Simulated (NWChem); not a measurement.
System: CH3ClO2Si; SMILES O=CO[SiH2]Cl

```xyz
8

O      1.1113    -1.7602     0.4663
C      0.2377    -1.8997    -0.3376
O     -0.7413    -1.0142    -0.5554
Si    -0.8631     0.4187     0.3583
Cl     0.6191     1.7307    -0.1780
H      0.1255    -2.7798    -1.0043
H     -0.7813     0.1152     1.8047
H     -2.1716     0.9737    -0.0516
```
Atoms are numbered in this order, from 1.

All runs: NWChem. Pople sets run with spherical d functions. Coordinates come from a PBE0/def2-SVP optimisation. B3LYP is NWChem's, with the RPA form of VWN correlation. Vertical excitations in the gas phase; the lowest state need not have the same character in each row.

For level B3LYP/6-31+G*, TDA:

```yaml
lowest excitation, singlet (eV): 5.71
orbital gap (eV): 7.49
```

Task: Estimate the same quantities for level PBE/6-31+G*, TDA.

Result: The lowest excitation, singlet (eV) comes out as 5.44 and the orbital gap (eV) comes out as 5.25.
